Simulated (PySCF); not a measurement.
GaFClBr, SMILES [F][Ga]([Cl])[Br].

Coordinates come from a PBE-D3(BJ)/def2-SVP optimisation.

All values below come from PBE-D3(BJ)/def2-SVP (PySCF).

Frequencies are harmonic and unscaled.

| mode | ν (cm⁻¹) | IR (km/mol) | moving atoms (share of kinetic energy) |
|---|---|---|---|
| 1 | 101 | 2.9 | Cl 44 %, Ga 26 %, Br 22 %, F 8 % |
| 2 | 142 | 15.2 | Ga 56 %, F 28 %, Cl 11 % |
| 3 | 160 | 17.3 | F 72 %, Cl 12 %, Br 10 % |
| 4 | 296 | 17.0 | Br 46 %, Ga 32 %, Cl 16 % |
| 5 | 438 | 67.1 | Cl 57 %, Ga 40 % |
| 6 | 697 | 60.5 | F 77 %, Ga 23 % |
